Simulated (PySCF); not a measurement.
Compound: C₅H₆O₂.
Cartesian coordinates in Å at the GFN2-xTB level; atoms count from 1:
```xyz
13
C5H6O2 angstrom
O      2.3475    1.2912    0.5405
C      1.6500    0.6067   -0.1681
O      2.0729    0.1371   -1.3567
C      0.2854    0.1923    0.1352
C     -0.5404    0.4087    1.1707
C     -1.6615   -0.3888    0.5765
C     -0.7151   -0.6420   -0.6246
H      2.9811    0.4339   -1.5210
H     -0.4526    0.9503    2.0940
H     -2.5582    0.1828    0.3437
H     -1.9416   -1.2777    1.1392
H     -1.0441   -0.2147   -1.5688
H     -0.4279   -1.6794   -0.7782
```

Method: TDDFT PBE0/def2-SVPD, vertical, gas phase, core orbitals frozen in the response (PySCF 2.14.0, density-fitted response routines).

Ground-to-excited transition dipoles (e·a0, same axes as the geometry; the sign carries no meaning), for the states with f of 0.002 or more among the lowest 4:

```tsv
state	E (hartree)	μx	μy	μz
S2	0.2130	-1.298	-0.203	0.636
S4	0.2570	0.018	0.221	0.390
```

(1) Work out the oscillator strengths.

(2) Label these states by symmetry in Cs.

(3) Which bond between heavy atoms lies closest to the direction of the S2 transition dipole?

(4) What angle do the transition dipoles of S2 and S4 make?

(5) How is the summed strength of these states shared among x, y and z?

(6) What peak molar absorption coefficient would the strongest computed level give as a lone Gaussian band 0.4 eV wide at half height?

## Answers

(1) f = (2/3) ΔE |μ|² with ΔE in hartree (27.2114 eV).

| state | \|μ\|² (au) | \|μ\| (D) | f |
| --- | --- | --- | --- |
| S2 | 2.132 | 3.71 | 0.303 |
| S4 | 0.201 | 1.14 | 0.034 |

(2) Polarised in the mirror plane, so A′: S2 and S4.

(3) C2–C4, at 16° from it; next C4–C5 and C6–C7 at 31°.

(4) |cos θ| = |μa·μb| / (|μa| |μb|) = 0.27, so θ ≈ 74° (taken between 0 and 90°, since the signs are arbitrary).

(5) (2/3) Σ ΔE μα² gives 0.240 for x, 0.014 for y and 0.083 for z, 0.337 in all.

(6) ε(max) = 2.175×10⁸ f / FWHM, with the width in cm⁻¹. S2: 2.175×10⁸ × 0.3028 / 3226 ≈ 20000 L mol⁻¹ cm⁻¹.

One conformer stands for the species.
